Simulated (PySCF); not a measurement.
C3H7Te, SMILES CC(C)[Te], doublet (PBE0/def2-SVP optimised geometry):

```
11

C     -1.391     0.486    -0.016
C      0.128     0.472     0.000
C      0.706    -0.932     0.000
Te     0.857     1.570     1.755
H     -1.807    -0.040     0.857
H     -1.757    -0.024    -0.925
H     -1.801     1.508    -0.026
H      0.516     1.036    -0.861
H      0.364    -1.508     0.875
H      0.377    -1.469    -0.907
H      1.807    -0.932     0.000
```

Calculation: unrestricted PBE0/def2-TZVP, def2 effective core potentials past Kr (PySCF).

**Question.** What are the frontier orbital energies (α orbitals alone; a β orbital can be the lowest empty one) and the dipole moment?

**Answer.** HOMO-2 -8.13 eV, HOMO-1 -7.14 eV, HOMO -6.13 eV, LUMO -0.37 eV, LUMO+1 1.21 eV; dipole moment 1.66 D.

On the same geometry unrestricted PBE/def2-TZVP, def2 effective core potentials past Kr (PySCF) gives HOMO-2 -7.06 eV, HOMO-1 -5.98 eV, HOMO -5.08 eV, LUMO -1.23 eV, LUMO+1 0.42 eV; dipole moment 1.64 D.
